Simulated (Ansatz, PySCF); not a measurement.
Process, species as SMILES: N[SiH2][SiH2]N -> [NH-][SiH2][SiH2]N + H+
Geometries: B3LYP-D3(BJ)/def2-TZVP minima from Ansatz (an electronic-structure program), one conformer each, not searched for the lowest. Frequencies are from Ansatz or PySCF.
Geometry of the first species:
```
Si
N 1 1.7332
H 2 1.0087 1 120.69
H 2 1.0090 3 110.94 1 144.78
H 1 1.4848 2 107.68 3 -55.61
H 1 1.4924 5 105.84 2 -124.19
Si 1 2.3536 5 112.54 6 -120.97
N 7 1.7332 1 104.67 5 -108.68
H 8 1.0087 7 120.69 1 -175.57
H 8 1.0090 9 110.94 7 144.78
H 7 1.4848 8 107.68 9 -55.61
H 7 1.4924 11 105.84 8 -124.19
```
Charge 0, spin multiplicity 1.

Wanted: gas-phase deprotonation energy (enthalpy at 298 K, with B3LYP-D3(BJ) rigid-rotor harmonic-oscillator terms), in kJ/mol. Cores are frozen in the correlated levels unless marked. No spin-orbit coupling. No relativistic terms. Anions need diffuse functions: aug- sets have them; def2-D sets add few; the other sets have none. CBS marks a two-point X^-3 extrapolation of the correlation energy; Hartree-Fock from the larger set.

CCSD(T)/CBS(aug-cc-pV(T+d)Z,aug-cc-pV(Q+d)Z) (Ansatz) gives 1540.0 kJ/mol.

### Question
Another calculation gave 1541.2 kJ/mol. Which level was it?
(A) SVWN5/def2-TZVPD (Ansatz)
(B) BHLYP/def2-TZVPD (Ansatz)
(C) r2SCANh/def2-TZVPD (Ansatz)
(D) wB97M-V/def2-TZVPD (Ansatz)

### Answer
C, r2SCANh/def2-TZVPD (Ansatz). The others give 1489.3 (SVWN5), 1564.1 (BHLYP), 1530.3 (wB97M-V) kJ/mol.
